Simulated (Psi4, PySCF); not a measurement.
PySCF was given this input:
```python
from pyscf import gto, scf, dft

mol = gto.M(
    atom='''
B    -0.000000    0.000000   -0.000000
F    -0.006598    1.300362   -0.000881
F     1.129442   -0.644465    0.003252
F    -1.122844   -0.655897   -0.002371
''',
    basis='6-31g*',
    charge=0,
    spin=0,
    verbose=3,
)

mf = dft.RKS(mol)
mf.xc = 'blyp'
mf.grids.atom_grid = (99, 590)
mf.grids.prune = None
mf.kernel()
```

Give the equivalent Psi4 input.

This is not unique; one that fits is 
```
memory 2 GB

molecule {
0 1
  B    -0.00000000    0.00000000   -0.00000000
  F    -0.00659779    1.30036204   -0.00088081
  F     1.12944220   -0.64446528    0.00325160
  F    -1.12284440   -0.65589676   -0.00237079
}

set basis 6-31g*
set scf_type pk
set puream true
set d_convergence 1e-8
set dft_radial_points 99
set dft_spherical_points 590

energy('blyp')
print_variables()
```

Both were run: PySCF gave -324.506662 Eh and Psi4 -324.506662 Eh, 0.000 mEh apart.
